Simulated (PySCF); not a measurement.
## Working out the ionisation energy of Ne²⁺

Ne²⁺ [He] 2s2 2p4 (3P) → Ne³⁺ [He] 2s2 2p3 (4S). All numbers are calculated (PySCF 2.14, no relativity, point nucleus, in def2-TZVPPD (6s4p3d1f, 40 functions)). Frozen: 1s2. Energies in hartree (1 hartree = 27.21139 eV):

```csv
part,Ne²⁺ (lower),Ne³⁺ (upper)
UHF,-126.374923,-124.101552
CCSD correlation,-0.155285,-0.111425
(T),-0.001410,-0.000874
```

Task: What does Hartree-Fock give?

Result: (-124.101552) − (-126.374923) = 2.273371 hartree = 61.862 eV.

Task: What do CCSD and CCSD(T) give?

Result: The CCSD correlation energies differ by 0.043860 hartree = 1.193 eV and the triples by 0.000536 hartree = 0.015 eV, so CCSD gives 63.055 eV and CCSD(T) 63.070 eV.

A first-order spin-orbit estimate adds 0.038 eV to CCSD(T) (valence), giving 63.108 eV against 63.423 eV (measured; NIST Atomic Spectra Database, ionization energies).

What remains against the reference includes basis incompleteness, the frozen core and higher excitations.
